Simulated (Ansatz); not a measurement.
Reaction (SMILES): N[SiH]N[SiH3] → N[SiH-]N[SiH3] (an electron is taken up)
Each molecule is optimised on its own at B3LYP-D3(BJ)/def2-TZVP (Ansatz, an electronic-structure program), one conformer each, not searched for the lowest.

Property: adiabatic electron affinity (electronic energy difference), positive where the reaction releases energy, in eV. Correlated levels leave the core frozen unless marked. UHF or UKS for open shells. No spin-orbit coupling. No relativistic terms. Anions need diffuse functions: aug- sets have them; def2-D sets add few; the other sets have none. Basis-set limits of correlation are two-point, X^-3; Hartree-Fock from the larger set. [CCSD(T)-MP2]/basis is that difference in the basis named.

```tsv
level	program	adiabatic electron affinity (eV)
PBE0/STO-3G	Ansatz	-3.34
PBE0/def2-SVP	Ansatz	0.72
PBE0-D4/def2-TZVP	Ansatz + dftd4	(withheld)
PBE0/def2-QZVPP	Ansatz	(withheld)
r2SCAN0-D4/def2-TZVPD	Ansatz + dftd4	(withheld)
CAM-B3LYP-D4/def2-TZVPD	Ansatz + dftd4	1.08
B2PLYP/def2-TZVPD	Ansatz	(withheld)
SCS-MP2/cc-pV(Q+d)Z	Ansatz	0.98
RI-MP2/CBS(aug-cc-pV(T+d)Z,aug-cc-pV(Q+d)Z)+[CCSD(T)-MP2]/aug-cc-pV(T+d)Z	Ansatz	1.19
```

Problem. What belongs in the gaps?

Solution. 
- PBE0-D4/def2-TZVP, adiabatic electron affinity (eV): 0.92
- PBE0/def2-QZVPP, adiabatic electron affinity (eV): 0.95
- r2SCAN0-D4/def2-TZVPD, adiabatic electron affinity (eV): 0.88
- B2PLYP/def2-TZVPD, adiabatic electron affinity (eV): 1.00
